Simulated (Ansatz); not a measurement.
Consider the substitution at a C–C bond: `CC(C)(C)CO` + `[OH][Ga]([F])[Cl]` → `CC(C)(C)[O][Ga]([F])[Cl]` + CH₃OH.

Program: Ansatz. Geometries: PBE0-D4/def2-TZVP. ΔE: electronic, gas phase. CCSD(T)/CBS is the MP2 limit (def2-TZVPP, def2-QZVPP) plus CCSD(T) − MP2 in def2-TZVPP, frozen cores. This one scheme is used for every species. DFT in def2-TZVPP. For Ga outer-core shells are correlated without core-valence functions, which leaves a few kJ/mol of doubt a bond. Scalar relativity is left out up to krypton. One conformer a species, not always the lowest.

`CC(C)(C)CO`:

Z-matrix (Å, degrees):
```
C
C 1 1.524
H 1 1.092 2 110.8
H 1 1.093 2 110.9 3 120.4
H 1 1.094 2 110.9 3 -119.7
C 2 1.524 1 110.1 3 175.8
C 2 1.526 1 109.9 3 -63.4
C 2 1.531 1 109.7 3 57.5
H 6 1.094 2 111.4 1 179.3
H 6 1.094 2 111.1 1 -60.3
H 6 1.093 2 110.8 1 59.4
H 7 1.095 2 111.3 1 177.6
H 7 1.094 2 111.6 1 56.3
H 7 1.093 2 110.7 1 -62.7
O 8 1.411 2 114.5 1 -59.9
H 8 1.100 2 109.1 1 175.4
H 8 1.094 2 109.2 1 58.4
H 15 0.960 8 108.4 2 -69.6
```

`[OH][Ga]([F])[Cl]`:

Z-matrix (Å, degrees):
```
Ga
O 1 1.761
Cl 1 2.115 2 124.1
F 1 1.733 2 117.4 3 180.0
H 2 0.961 1 113.2 3 0.0
```

`CC(C)(C)[O][Ga]([F])[Cl]`:

```xyz
17

C    -0.079    1.294   -0.725
C    -0.340    0.075    0.147
C    -0.614   -1.153   -0.708
C    -1.494    0.334    1.102
O     0.796   -0.167    0.989
Ga    2.406   -0.523    0.387
F     2.758   -0.616   -1.322
Cl    4.008   -0.859    1.715
H     0.752    1.110   -1.412
H    -0.958    1.538   -1.327
H     0.160    2.159   -0.102
H    -0.756   -2.030   -0.073
H     0.217   -1.341   -1.394
H    -1.516   -1.016   -1.309
H    -2.415    0.531    0.551
H    -1.651   -0.533    1.747
H    -1.274    1.196    1.734
```

CH₃OH:

```xyz
6

C    -0.302   -0.184   -0.044
O     0.577    0.912   -0.156
H    -1.232    0.100   -0.538
H    -0.532   -0.430    1.000
H     0.086   -1.083   -0.539
H     1.403    0.685    0.275
```

Task: Is it downhill or uphill in electronic energy at CCSD(T)/CBS, and by how much? (Estimate.)

Result: The calculation gave: Uphill: ΔE = +36.7 kJ/mol.

Task: What do these levels give: r2SCAN-D4, ωB97M-V, PBE-QIDH, revPBE, r2SCANh, RPA@PBE/def2-TZVPP, MP2/def2-SVP, CCSD/def2-SVP, CCSD(T)/def2-SVP, CCSD/def2-TZVPP, CCSD(T)/def2-TZVPP, SCS-MP2/def2-QZVPP? (Estimate.)

Result: The calculation gave: r2SCAN-D4 32.8, ωB97M-V 36.5, PBE-QIDH 41.2, revPBE 34.2, r2SCANh 35.1, RPA@PBE/def2-TZVPP 32.2, MP2/def2-SVP 36.3, CCSD/def2-SVP 29.5, CCSD(T)/def2-SVP 28.7, CCSD/def2-TZVPP 37.2, CCSD(T)/def2-TZVPP 36.9, SCS-MP2/def2-QZVPP 38.9 kJ/mol.

Largest T1 diagnostic among the species: 0.014.

In def2-TZVPP, CCSD(T) changes the Hartree–Fock value by +7.9 kJ/mol (the triples alone add −0.3 kJ/mol) and MP2 by +14.4 kJ/mol. Leaving LDA and LC-ωPBE aside and taking each functional with its dispersion term where it has one, the values, not all of them listed here, spread over 17.4 kJ/mol, from BLYP-D4 to PBE-QIDH. LDA lies +3.4 kJ/mol from PBE without D4.
